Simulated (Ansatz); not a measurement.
benzene (C₆H₆), singlet, at a GFN2-xTB geometry. Base run: CCSD(T)/pcseg-1 (Ansatz, a first-principles code).

Ansatz was given this input:
Ansatz 0.2 input:
```yaml
crystal:
  periodic: [false, false, false]
  atoms:
    - {symbol: C, position_ang: [-0.00073149, 1.38454572, 0.01022132]}
    - {symbol: C, position_ang: [1.19871869, 0.69290639, 0.00510756]}
    - {symbol: C, position_ang: [1.19945018, -0.69163933, -0.00511376]}
    - {symbol: C, position_ang: [0.00073149, -1.38454572, -0.01022132]}
    - {symbol: C, position_ang: [-1.19871869, -0.69290639, -0.00510756]}
    - {symbol: C, position_ang: [-1.19945018, 0.69163933, 0.00511376]}
    - {symbol: H, position_ang: [-0.00130232, 2.46498215, 0.01819757]}
    - {symbol: H, position_ang: [2.13414417, 1.23361899, 0.00909327]}
    - {symbol: H, position_ang: [2.13544649, -1.23136316, -0.00910430]}
    - {symbol: H, position_ang: [0.00130232, -2.46498215, -0.01819757]}
    - {symbol: H, position_ang: [-2.13414417, -1.23361899, -0.00909327]}
    - {symbol: H, position_ang: [-2.13544649, 1.23136316, 0.00910430]}
basis:
  gaussian:
    orbitals: pcseg-1.json
magnetization: {spin_polarized: false}
correlation: {method: ccsd_t}
```
The basis file holds pcseg-1 in the JSON format of the Basis Set Exchange.

Question: The base was run again with changes. Order these runs by total energy, lowest first: method = rpa | method = mp2 | reference functional = pbe0 | electrons = all | method = ccsd.

Answer: method = rpa (ΔE vs base (mEh) -25.481), electrons = all (ΔE vs base (mEh) -15.849), reference functional = pbe0 (ΔE vs base (mEh) 2.266), method = ccsd (ΔE vs base (mEh) 35.052), method = mp2 (ΔE vs base (mEh) 72.034)
